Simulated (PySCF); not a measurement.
CH5N2OSi (doublet state).
SMILES with atom numbers: `[NH2:1][SiH:2][C:3]([NH2:4])=[O:5]` (hydrogens: H6, H7 on N1; H8 on Si2; H9, H10 on N4)

Geometry (GFN2-xTB, Å), atoms numbered from 1 in this order:
```xyz
10
CH5N2OSi angstrom
N      1.334    0.929    0.480
Si     0.903   -0.734    0.259
C     -0.829   -0.829   -0.465
N     -1.658    0.216   -0.213
O     -1.200   -1.820   -1.075
H      1.486    1.502   -0.342
H      2.046    1.146    1.160
H      1.849   -1.641   -0.381
H     -1.318    1.036    0.256
H     -2.604    0.198   -0.558
```

The hyperfine couplings belong to this conformer and change with its torsions.

The calculation used UKS B3LYP, pcH-1 on C H N O Si, non-relativistic, mean-field spin-orbit, GIAO in PySCF. The structure is a single GFN2-xTB conformer in the gas phase; no vibrational or solvent corrections. Couplings are sensitive to structure, and on GFN2-xTB geometries they can be far from those on DFT ones, by a factor of two or more for some ions and for spin on atoms past the first row. No stability test was run, so a lower SCF solution isn't excluded.

(1) What is the g tensor, term by term?

(2) What effective moment and Curie constant follow for a powder?

(3) How much does each term add to the isotropic shift?

(4) At 93.887 GHz, how far is the centre of the isotropic spectrum from where a free electron (g = 2.002319) resonates?

(5) In a frozen sample, at which fields do the three g values resonate at 9.5, 34, 94 and 263 GHz (hyperfine left aside), and which band first spreads them over more than twice a line width of 1.0 mT?

Answers

(1) 
```csv
Δg (ppm),1,2,3
relativistic mass correction,-147,-147,-147
gauge correction,48,11,46
orbital Zeeman/spin–orbit,19,150,1411
total,-80,14,1310
```

So g = 2.00224, 2.00233, 2.00363 and g_iso = 2.00273; the tensor is close to axial: the two nearest values differ by 7 % of g3 − g1. 

(2) With the mean of g² = 4.0109 and S(S+1) = 0.75: μ_eff = √(⟨g²⟩S(S+1)) = 1.734 μB and χT = 0.12505·⟨g²⟩·S(S+1) = 0.376 cm³ K/mol (cgs; spin-Hamiltonian part alone).

(3) The orbital-Zeeman/spin–orbit term 527, the mass correction -147 and the gauge correction 35 ppm, for a total of 415 ppm. The orbital-Zeeman/spin–orbit term is the largest in size. The mass correction is the same along every axis, so the anisotropy comes from the other two: their spans along these axes are 37 (gauge) and 1392 ppm (orbital Zeeman/spin–orbit).

(4) B = hν/(g μB) with μB/h = 13.99624 MHz/mT gives 3350.12 mT for the free electron and 3349.43 mT at g_iso, 0.69 mT lower.

(5) 
```
band    GHz  B(g3) mT  B(g2) mT  B(g1) mT  spread mT
   X    9.5    338.76    338.98    339.00       0.24
   Q   34.0   1212.41   1213.20   1213.25       0.84
   W   94.0   3351.96   3354.13   3354.29       2.33
   J  263.0   9378.36   9384.43   9384.87       6.51
```

The spread grows in proportion to the frequency. W band is the first where it exceeds 2.0 mT.

The largest Mulliken spin population is on Si2 (+0.92). The angles at Si2 add up to 342.0°, so it is pyramidal.

The HOMO–LUMO gaps are 5.35 eV among the α and 3.95 eV among the β orbitals.
